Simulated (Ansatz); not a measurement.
Reaction (ligand exchange at the Al–N bond): `[AlH2]/[N]=C\[SeH]` + `CB[TeH]` → `CB[Te][AlH2]` + `N=C[SeH]`

Gas-phase electronic energies from Ansatz, PBE0-D4/def2-TZVP geometries. CCSD(T)/CBS is the MP2 limit (def2-TZVPP, def2-QZVPP) plus CCSD(T) − MP2 in def2-TZVPP, frozen cores. Elements past krypton have def2 core potentials. For Se, Te outer-core shells are correlated without core-valence functions, which leaves a few kJ/mol of doubt a bond. Scalar relativity is left out up to krypton. Each species was taken in one conformer, which may not be the lowest.

`[AlH2]/[N]=C\[SeH]`:

Cartesian coordinates in Å:
```
Al -0.108 1.119 1.703
N 0.177 0.248 0.209
C 0.328 -0.389 -0.836
Se -0.983 -1.629 -1.522
H 0.391 0.445 3.040
H -0.821 2.524 1.598
H 1.211 -0.325 -1.485
H -0.195 -1.993 -2.707
```

`CB[TeH]`:

Cartesian coordinates in Å:
```
C -0.783 -0.550 -0.042
B 0.423 0.207 -0.664
Te 1.853 1.342 0.412
H -1.711 -0.182 -0.495
H -0.729 -1.609 -0.322
H -0.876 -0.482 1.042
H 0.630 0.199 -1.843
H 1.193 1.076 1.912
```

`CB[Te][AlH2]`:

Cartesian coordinates in Å:
```
C 1.060 0.983 -0.320
B -0.022 1.245 0.758
Te -1.640 -0.051 1.347
Al -1.216 -2.038 -0.168
H 1.019 0.023 -0.834
H 1.003 1.784 -1.069
H 2.052 1.098 0.136
H -0.029 2.270 1.375
H -2.229 -3.249 -0.046
H 0.001 -2.066 -1.179
```

`N=C[SeH]`:

```xyz
6

N    -0.697    0.812    0.941
C    -0.143    0.158    0.022
Se    1.118   -1.198    0.462
H    -1.346    1.502    0.566
H    -0.308    0.281   -1.052
H     1.376   -1.555   -0.939
```

| species | CCSD(T)/CBS(def2) energy (Eh) |
| --- | --- |
| `[AlH2]/[N]=C\[SeH]` | -2737.86550 |
| `CB[TeH]` | -333.59211 |
| `CB[Te][AlH2]` | -576.23333 |
| `N=C[SeH]` | -2495.22891 |

**Question.** Work out ΔE.

**Answer.** ΔE = (-576.23333) + (-2495.22891) − (-2737.86550) − (-333.59211) = -0.00463 Eh = -12.2 kJ/mol.

Largest T1 diagnostic among the species: 0.013.

From BLYP to BHLYP (50 % exact exchange), in def2-TZVPP and without D4, ΔE moves by −13.5 kJ/mol. Leaving LDA and LC-ωPBE aside and taking each functional with its dispersion term where it has one, the values, not all of them listed here, spread over 24.6 kJ/mol, from PBE-QIDH to BLYP-D4. LDA lies +4.4 kJ/mol from PBE without D4.
